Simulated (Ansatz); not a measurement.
Ansatz (an electronic-structure program) input (B2PLYP/def2-TZVPD):

Ansatz 0.2 input:
```yaml
crystal:
  periodic: [false, false, false]
  atoms:
    - {symbol: La, position_ang: [-0.00000000, -0.00000000, -0.58607313]}
    - {symbol: Cl, position_ang: [0.00000000, 0.00000000, 1.96506871]}
basis:
  gaussian:
    orbitals: def2-TZVPD
hamiltonian:
  xc: {name: B2PLYP}
magnetization: {spin_polarized: true, initial_magnetization: 2}
correlation: {electrons: outside_noble_gas}
```

End of the output:

```
integrals: 0.05 GiB planned
630 factors; integrals over basis functions are off by at most 1.3e-3 eV
mean field: 0.35 GiB planned
mean field evaluation 1: about -13372.2133 eV, gradient 1.3e1 eV
mean field evaluation 2: about -13372.2691 eV, gradient 1.3e1 eV
mean field evaluation 4: about -13373.4024 eV, gradient 1.0e0 eV
mean field evaluation 8: about -13373.4256 eV, gradient 2.1e-1 eV
mean field evaluation 16: about -13373.4267 eV, gradient 5.3e-3 eV
mean field evaluation 32: about -13373.3782 eV, gradient 1.1e0 eV
mean field -13373.42674122 eV, -491.4643679056 hartree, gradient 2.9e-6 eV, S^2 2.002519; 6 other end points of the search recorded, 0 dependent functions left out
9 core orbitals not correlated
reference -13373.42686300 eV, -491.4643723808 hartree; 6, 4 occupied and 74, 76 virtual orbitals, 630 factors
second order -7.09781529 eV of doubles, -0.00000000 eV of singles
Total energy: -13375.34327313 eV, -491.5347991541 hartree
```

This state (charge 0, triplet) is run at the relaxed geometry of the species with charge 0 and multiplicity 1, and is a spin state other than that species' own.
